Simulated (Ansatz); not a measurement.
`C#[C][Al]([NH2])[F]` + HCl → `C#[C][Al]([F])[Cl]` + NH₃ at 400 K and 1 bar (ligand exchange at the Al–N bond).

Program: Ansatz. Geometries: PBE0-D4/def2-TZVP. ΔE: electronic, gas phase. CBS: MP2 limit from def2 TZ/QZ plus the TZ coupled-cluster correction, frozen cores. This one scheme is used for every species. One conformer a species, not always the lowest.

```
              species  CCSD(T)/CBS energy (Eh)  H − E (kJ/mol)  S (J/(mol·K))
`C#[C][Al]([NH2])[F]`               -474.49892           156.0          369.2
                  HCl               -460.38127            29.6          195.4
 `C#[C][Al]([F])[Cl]`               -878.39595            89.2          364.6
                  NH₃                -56.50880           104.2          203.1
```

H − E and S are ideal-gas, rigid-rotor, harmonic terms from PBE0-D4/def2-TZVP, for one conformer and one mirror image of each species. 1 Eh = 2625.50 kJ/mol, R = 8.31446 J/(mol·K).

Question: By hand: ΔE, ΔH, ΔS and ΔG.

Answer: ΔE = (-878.39595) + (-56.50880) − (-474.49892) − (-460.38127) = -0.02456 Eh = -64.5 kJ/mol. Δ(H − E) = 89.2 + 104.2 − 156.0 − 29.6 = 7.8, so ΔH = -56.7 kJ/mol. ΔS = 364.6 + 203.1 − 369.2 − 195.4 = 3.1 J/(mol·K). ΔG = -56.7 − 400 × (3.1)/1000 = -57.9 kJ/mol.

Question: By hand: the equilibrium constant, and the temperature at which ΔG would vanish if ΔH and ΔS stayed fixed.

Answer: log₁₀ K = −ΔG/(RT ln 10) = 7.6. ΔH and −TΔS have one sign here, so there is no such temperature.

The number of gas molecules stays the same, so ΔS is small and ΔH decides. A doubt of 5 kJ/mol in ΔE shifts log₁₀ K by 0.7 here. Other conformers and mirror images would add mixing entropy, several J/(mol·K) or more a flexible species. These are equilibria of isolated gas molecules and say nothing of rates. Largest T1 diagnostic: 0.013 (customary marks: 0.02 for closed shells, 0.045 for open ones).

ΔS is within the doubt of such terms, so its sign, and with it that verdict, could turn.
